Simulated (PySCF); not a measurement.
A PySCF run on BeH

State: ²Σ⁺ (doublet), unpaired electrons σ ↑.

An equivalent input (the run itself took its basis sets from the Basis Set Exchange, started from a PBE0 density and held the occupation σ 3α 2β):

```python
from pyscf import gto, scf, cc
mol = gto.M(atom='Be 0 0 0; H 0 0 1.354', basis={'Be': 'aug-pcseg-1', 'H': 'aug-pcseg-1'},
            charge=0, spin=1, verbose=4, symmetry='C2v')
mf = scf.UHF(mol)
mf.irrep_nelec = {'A1': (3, 2)}
mf.conv_tol = 1e-9
mf.max_cycle = 60
mf.diis_space = 10
mf.kernel()
mycc = cc.CCSD(mf, frozen=[[], []])
mycc.run(conv_tol=1e-7, conv_tol_normt=1e-5, max_cycle=80, diis_space=8)
et = mycc.ccsd_t()
```

The SCF ended at -15.13981319 hartree. The coupled-cluster part of the log:

```
******** <class 'pyscf.cc.uccsd.UCCSD'> ********
CC2 = 0
CCSD nocc = (3, 2), nmo = (22, 22)
frozen orbitals [[], []]
max_cycle = 80
direct = 0
conv_tol = 1e-07
conv_tol_normt = 1e-05
diis_space = 8
diis_start_cycle = 0
diis_start_energy_diff = 1e+09
Init t2, MP2 energy = -0.025128768587131
Init E_corr(UCCSD) = -0.0251287685952202
cycle = 1  E_corr(UCCSD) = -0.0311113799414963  dE = -0.00598261135  norm(t1,t2) = 0.0353456
cycle = 2  E_corr(UCCSD) = -0.0329838120108473  dE = -0.00187243207  norm(t1,t2) = 0.0168796
cycle = 3  E_corr(UCCSD) = -0.0344412240675548  dE = -0.00145741206  norm(t1,t2) = 0.010162
cycle = 4  E_corr(UCCSD) = -0.0344289464912246  dE = 1.22775763e-05  norm(t1,t2) = 0.00376483
cycle = 5  E_corr(UCCSD) = -0.0344645047048961  dE = -3.55582137e-05  norm(t1,t2) = 0.000829905
cycle = 6  E_corr(UCCSD) = -0.0344605583076464  dE = 3.94639725e-06  norm(t1,t2) = 0.00016474
cycle = 7  E_corr(UCCSD) = -0.0344614524098319  dE = -8.94102185e-07  norm(t1,t2) = 5.52724e-05
cycle = 8  E_corr(UCCSD) = -0.0344622272721845  dE = -7.74862353e-07  norm(t1,t2) = 2.0524e-05
cycle = 9  E_corr(UCCSD) = -0.0344619079528449  dE = 3.1931934e-07  norm(t1,t2) = 6.57234e-06
cycle = 10  E_corr(UCCSD) = -0.0344619538430842  dE = -4.58902393e-08  norm(t1,t2) = 1.87534e-06
UCCSD converged
E(UCCSD) = -15.17427514396284  E_corr = -0.03446195384308418
UCCSD(T) correction = -0.000337115959184484
```

T1 diagnostic 0.011, D1 0.031, 5 electrons correlated.

Repeating this along the bond gives Re = 1.350 Å and ωe = 2034 cm⁻¹.

A point of this curve took 0.23 CPU seconds beside 0.0068 for the integrals, on Arm Neoverse V1 (shared host).

Correlated steps freeze no core orbitals. The state is the lowest determinant that a PBE0 search found; another state may lie lower at other levels.
